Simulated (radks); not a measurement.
The numbers below are computed, except where a source is named.
Neutral chlorine inside a hard spherical wall (all orbitals vanish at R), configuration held at [Ne] 3s2 3p5 and not refilled when levels cross. Level of theory: scalar-relativistic Kohn-Sham, LDA (Slater exchange, VWN5 correlation), spin-polarised, spherical densities, point nucleus; open shells are filled with parallel spins first (a radial shooting solver on a logarithmic mesh with Libxc functionals). Eigenvalues in eV for spin up, with the zero of energy where the potential of the charges vanishes at infinity; a dash marks a level that is unbound or too diffuse for the functional's potential to be trusted. A positive occupied level is held by the wall or, in an anion where self-interaction has pushed it up, behind a barrier. The pressure on the wall is -dE/dV.

R (bohr)  E (hartree)  kinetic (hartree)    e(2s)    e(2p)    e(3s)   e(3p)  e(4s, empty)  e(4p, empty)  pressure (GPa)
free       -460.13033            461.840  -251.79  -191.71  -21.104  -9.069        -0.334             -               0
20         -460.13033            461.840  -251.79  -191.71  -21.104  -9.069        -0.323         0.485        < 0.0001
15         -460.13033            461.840  -251.79  -191.71  -21.104  -9.069        -0.274         0.782        < 0.0001
12         -460.13033            461.840  -251.79  -191.71  -21.104  -9.069        -0.147         1.201        < 0.0001
10         -460.13033            461.841  -251.79  -191.71  -21.103  -9.068         0.103         1.801        0.000344
8          -460.13011            461.843  -251.76  -191.69  -21.087  -9.052         0.831         3.182          0.0134
7          -460.12920            461.852  -251.70  -191.62  -21.037  -9.002         1.710         4.625          0.0875
3.5        -459.75504            463.796  -244.05  -183.88  -15.783  -3.124        29.651        38.196             128
2.5        -457.68771            471.470  -224.97  -164.42   -0.386  14.455        92.828        103.61            1810
2          -453.26125            484.744  -201.82  -140.57   25.369  42.543        184.61        193.42            8730
1.5        -438.15029            522.955  -156.56  -93.139   103.80  122.33        420.48        413.64           57700
